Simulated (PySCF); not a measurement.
Zn(H)(SiH3) (H4SiZn), SMILES [SiH3][ZnH]. Atoms are numbered in the order given.

```xyz
6

Zn     0.0000     0.0000    -0.8475
H      0.0000     0.0000    -2.4050
Si     0.0000     0.0000     1.5394
H      1.1956     0.6903     2.0926
H      0.0000    -1.3806     2.0926
H     -1.1956     0.6903     2.0926
```

Geometry optimised at B3LYP-D3(BJ)/def2-TZVP.

All values below come from PBE/def2-TZVPD (PySCF).

Symmetry labels are those of the subgroup Cs that the program uses (full group C3v).

Question: List the valence orbital energies around the gap with their symmetry. (Estimate from the structure and the level; the computed values follow.)

Answer: 
```
orbital  symmetry  energy (eV)
-------  --------  -----------
HOMO−7         A"       -11.80
HOMO−6         A'       -11.80
HOMO−5         A'       -11.74
HOMO−4         A"       -11.74
HOMO−3         A'        -8.32
HOMO−2         A'        -8.30
HOMO−1         A"        -8.30
HOMO           A'        -6.31
LUMO           A"        -1.86
LUMO+1         A'        -1.86
LUMO+2         A'        -0.71
LUMO+3         A'         0.26
```
